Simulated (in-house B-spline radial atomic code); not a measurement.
Values are calculated unless marked as measured or tabulated.
**Zn ion on W atom: potential, deflection and energy transfer**

The pair potential comes from two frozen, spherical free-atom densities (PBE, B-spline radial code, scalar-relativistic past argon): electrostatics plus the change in Thomas-Fermi kinetic and Dirac exchange energy where they overlap, the recipe behind the universal ZBL potential, which averages such potentials (from solid-state densities) over many pairs. It is written V = (Z1 Z2 e²/r) φ(r/a), with e² = 14.3996 eV·Å and a = 0.46850 Å/(Z1^0.23 + Z2^0.23); ZBL's fit is φ = 0.18175 e^(−3.1998x) + 0.50986 e^(−0.94229x) + 0.28022 e^(−0.4029x) + 0.02817 e^(−0.20162x). Where φ falls below 4e-4 it is continued as an exponential.

Masses 65.38 and 183.84 u.

| x = r/a | φ, this pair | φ, ZBL |
| --- | --- | --- |
| 0.1 | 0.8831 | 0.8928 |
| 0.5 | 0.6041 | 0.6096 |
| 1.5 | 0.2954 | 0.2995 |
| 3 | 0.1271 | 0.1292 |
| 5 | 0.0505 | 0.05224 |
| 8 | 0.01576 | 0.01705 |
| 12 | 0.004336 | 0.00474 |
| 17 | 0.001155 | 0.001212 |

Question: At x = 3 the electrostatic, kinetic and exchange parts are 3192.09, 11389.57 and -485.82 eV. Find r, V and φ.

Answer: a = 0.46850/(2.1864 + 2.6911) = 0.09605 Å, so r = 0.28816 Å. V = 3192.09 + 11389.57 + (-485.82) = 14095.84 eV. The bare repulsion is 30 × 74 × 14.3996/0.28816 = 110940 eV, so φ = 0.1271, -1.7 % against ZBL's 0.1292. The kinetic (Pauli) term is 81 % of V here.

Question: The ion comes in at 451.2 keV with impact parameter 0.4803 Å. The scattering integral gives a centre-of-mass angle of 1.186° and a closest approach of 5.025 a. What are the reduced energy, the energy passed on and the laboratory angles?

Answer: ε = E a M2/(Z1 Z2 e² (M1 + M2)) = 451200 × 2.2165e-06 = 1. The most that one collision can pass on is γE with γ = 4 M1 M2/(M1 + M2)² = 0.7741. Here T = γE sin²(θ/2) = 0.7741 × 451200 × 0.0001072 = 37.43 eV. The ion turns by arctan(sin θ/(cos θ + M1/M2)) = 0.9°, and the struck atom leaves at (180° − θ)/2 = 89.4°. The closest approach is 0.483 Å. With ZBL the angle would be 1.22° and T = 39.36 eV.
